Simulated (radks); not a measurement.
P2+, configuration [Ne] 3s2 3p(up 0.75, down 0.25) (fractional occupations, a model configuration).

Method: scalar-relativistic Kohn-Sham, SCAN, spin-polarised, spherical densities, finite nucleus; meta-GGA in the generalised Kohn-Sham scheme; Fermi nuclear charge, rms radius 3.1889 fm; computed with a radial shooting solver on a logarithmic mesh with Libxc functionals.

Energy parts (hartree):
| part | energy |
|---|---|
| total | -341.01005 |
| kinetic | 342.13888 |
| electron-nucleus | -802.48347 |
| Hartree | 141.90549 |
| exchange-correlation | -22.57095 |

Orbitals (lengths in bohr, moments of r in powers of bohr):
orbital  occ.  eigenvalue (hartree)   <1/r>
1s up       1             -77.94073   14.65
1s down     1             -77.93683   14.65
2s up       1              -7.42898   2.839
2s down     1              -7.42664   2.838
2p up       3              -5.53923   2.718
2p down     3              -5.53461   2.717
3s up       1              -1.28046  0.7739
3s down     1              -1.24549  0.7741
3p up    0.75              -0.90367  0.6801
3p down  0.25              -0.87091  0.6801

The highest occupied level is 3p down at -23.699 eV. Summed over all electrons, <r^2> = 13.94 bohr^2, which gives a Langevin (diamagnetic) susceptibility term of -11 x 10^-6 cm^3/mol. The spin density at the nucleus is -0.02398 e/bohr^3 (1s -0.07466, 2s 0.07518, 3s -0.02450). The electron density at the nucleus is 2393 e/bohr^3 (large components only). Spin moment in Bohr magnetons: 0.5. The density falls to 0.001 e/bohr^3 at r = 3.46 bohr.
